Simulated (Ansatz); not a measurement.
Start from `[NH2][Ti]([F])([F])[F]` and change one atom or group to get `[F][Ti]([F])([F])[F]`.

Ansatz, PBE0-D4/def2-TZVP geometries, multiplicity 1. Each molecule was computed in one conformer, which needn't be the lowest.

Scalar relativity is left out up to krypton.

```tsv
property	`[NH2][Ti]([F])([F])[F]`
HOMO energy (PBE/def2-TZVPP) / eV	-7.08
size of the dipole moment (PBE/def2-TZVPP) / D	2.73
LUMO energy (ωB97M-V/def2-TZVPP) / eV	-0.12
HOMO–LUMO gap (PBE/def2-TZVPP) / eV	3.60
HOMO–LUMO gap (PBE0/def2-TZVPP) / eV	6.11
LUMO energy (PBE/def2-TZVPP) / eV	-3.48
```

Problem. What does the change do to each property? (Best estimate.)

Solution. Computed: 
```tsv
property	`[F][Ti]([F])([F])[F]`	shift
HOMO energy (PBE/def2-TZVPP) / eV	-10.42	-3.34
size of the dipole moment (PBE/def2-TZVPP) / D	0.00	-2.73
LUMO energy (ωB97M-V/def2-TZVPP) / eV	-0.70	-0.58
HOMO–LUMO gap (PBE/def2-TZVPP) / eV	6.42	2.82
HOMO–LUMO gap (PBE0/def2-TZVPP) / eV	9.42	3.31
LUMO energy (PBE/def2-TZVPP) / eV	-4.01	-0.53
```

With PBE0 the HOMO falls by 3.94 eV and the LUMO falls by 0.63 eV, so the gap widens by about 3.31 eV. PBE moves the HOMO by -3.34 eV and ωB97M-V by -4.07 eV. The zero-point energy changes by -57.4 kJ/mol with -6 modes.
